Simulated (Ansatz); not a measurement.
Geometry optimisation, Ansatz, RKS B3LYP/def2-mTZVP.

Input:

```yaml
crystal:
  periodic: [false, false, false]
  atoms:
    - { symbol: Si, position_ang: [-0.5929, -1.2353, 1.5917] }
    - { symbol: "N", position_ang: [-0.5521, 0.2421, 0.699] }
    - { symbol: Si, position_ang: [0.3871, 0.0245, -0.6661] }
    - { symbol: C, position_ang: [1.48595, -1.4276, -0.77964] }
    - { symbol: O, position_ang: [0.15699, -1.57708, -1.04433] }
    - { symbol: H, position_ang: [-1.1849, -2.2524, 0.719] }
    - { symbol: H, position_ang: [0.7289, -1.5291, 2.1017] }
    - { symbol: H, position_ang: [-1.509, -0.9275, 2.7141] }
    - { symbol: H, position_ang: [-0.1293, 0.9935, 1.3093] }
    - { symbol: H, position_ang: [-0.10536, 0.73439, -1.90649] }
    - { symbol: H, position_ang: [1.84707, -1.75038, 0.26363] }
    - { symbol: H, position_ang: [2.21153, -1.44167, -1.52433] }
basis:
  gaussian: { orbitals: def2-mTZVP }
hamiltonian:
  xc: b3lyp
relax:
  f_tol: 0.015
  max_steps: 40
output:
  orbitals: {}
```

Command:

```bash
$ ansatz run input.yaml --threads 2 --pin off --max-ram 3072MiB --backend cpu --events-out ev --progress --plain --runs-dir out
```

Task: Where does it end, and by what steps?

Result: It converged. After 16 steps the energy has fallen by 1.509 eV; H6 moved furthest, 1.39 Å. Parted: Si1–Si3.

```
step  energy less start (eV)  largest force component (eV/Å)  accepted
   0                  0.0000                           3.539       yes
   1                 -0.9140                           1.610       yes
   2                 -1.2312                           1.150       yes
   3                 -1.3816                           0.429       yes
   4                 -1.4417                           1.176       yes
   5                 -1.4846                           0.099       yes
   6                 -1.4849                           0.226       yes
   7                 -1.5003                           0.184       yes
   8                 -1.5034                           0.110       yes
   9                 -1.5042                           0.119       yes
  10                 -1.5049                           0.169       yes
  11                 -1.5078                           0.076       yes
  12                 -1.5084                           0.034       yes
  13                 -1.5088                           0.035       yes
  14                 -1.5092                           0.039       yes
  15                 -1.5093                           0.028       yes
  16                 -1.5094                           0.009       yes
```

```xyz
12
Properties=species:S:1:pos:R:3
Si -0.824 -1.210 1.925
N -0.571 -0.062 0.626
Si 0.414 -0.190 -0.771
C 1.890 -1.230 -0.922
O 0.566 -1.653 -1.540
H -2.069 -1.998 1.755
H 0.335 -2.127 1.952
H -0.922 -0.472 3.207
H -1.142 0.775 0.662
H 0.204 1.012 -1.599
H 2.203 -1.919 -0.142
H 2.658 -1.074 -1.676
```

The run took 73 s on 2 threads of Arm Neoverse V1, on a shared host, peak memory 0.3 GiB.
